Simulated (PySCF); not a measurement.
**A single-point calculation**

[Gd(NH3)2]3+ (singlet in the valence; each metal's 4f electrons, 7 of them, lie in its core potential, out of spins and levels). PySCF 2.14.0, RKS r2SCAN, Gd lcecp-1-TZVP with ECP53, N def2-TZVP, H def2-TZVP; non-relativistic Hamiltonian with scalar-relativistic core potentials where named; density fitting; no spin-orbit coupling. Purpose: basis and core treatment f-in-core-III/TZVP.

```python
mol = gto.M(atom='''
Gd     1.17680     0.19160    -0.00003
N     -0.18526    -0.02626     1.95452
H      0.24236     0.34201     2.83225
H     -1.10737     0.45881     1.93636
H     -0.44916    -0.99713     2.22962
N     -0.18509    -0.02958    -1.95411
H      0.26672    -0.52131    -2.75587
H     -1.08001    -0.55272    -1.84889
H     -0.49889     0.86235    -2.39385''',
    basis={'Gd': 'lcecp-1-TZVP', 'N': 'def2-TZVP', 'H': 'def2-TZVP'},
    ecp={'Gd': 'lcecp-1-TZVP'},
    charge=3, spin=0)
mf = dft.RKS(mol, xc='R2SCAN')
mf.grids.atom_grid = (75, 302)  # f atoms: unpruned, at least (60, 302)
mf = mf.density_fit()  # fitting sets: Gd AutoAux, N def2-universal-JKFIT, H def2-universal-JKFIT
mf.conv_tol = 1e-08; mf.max_cycle = 55
mf.kernel(dm0)  # dm0: free metal ions and neutral atoms
mf.nuc_grad_method().kernel()
```

Run from Python with OMP_NUM_THREADS=2; the lines above give its settings. Where DIIS fails, smearing, a level shift and second-order steps follow.
It took 18 s on 2 threads of AMD EPYC 7B13 (Zen 3), on a shared host.

(1) Where do the frontier levels lie, over both spins?

(2) What are the Mulliken charges and spins?

(3) What forces act on the atoms (eV/Å)?

The geometry was relaxed with r2SCAN (Gd lcecp-1-SVP with ECP53, N def2-SVP, H def2-SVP).

An lcecp potential fixes the number of 4f electrons, so in runs with it no electron can move into or out of that shell.

## Answers

(1) HOMO -24.61 eV, LUMO -18.45 eV. The 4f levels lie in the core potential and are missing.

(2) 
```json
{"atom": "Gd1", "charge (e)": "2.290", "spin (e)": "0.000"}
{"atom": "N2", "charge (e)": "-0.759", "spin (e)": "0.000"}
{"atom": "H3", "charge (e)": "0.372", "spin (e)": "0.000"}
{"atom": "H4", "charge (e)": "0.369", "spin (e)": "0.000"}
{"atom": "H5", "charge (e)": "0.373", "spin (e)": "0.000"}
{"atom": "N6", "charge (e)": "-0.758", "spin (e)": "0.000"}
{"atom": "H7", "charge (e)": "0.372", "spin (e)": "0.000"}
{"atom": "H8", "charge (e)": "0.367", "spin (e)": "0.000"}
{"atom": "H9", "charge (e)": "0.374", "spin (e)": "0.000"}
```
The spin of the 4f electrons in the core isn't counted.

(3) 
```
Gd  -0.16 -0.03  0.00
N   -0.23 -0.04  0.34
H   -0.07 -0.08 -0.28
H    0.26 -0.11 -0.05
H    0.11  0.25 -0.13
N   -0.23 -0.05 -0.34
H   -0.07  0.13  0.26
H    0.26  0.13  0.04
H    0.11 -0.20  0.16
```
Forces carry noise of the integration grid, about 0.01 to 0.03 eV/Å.
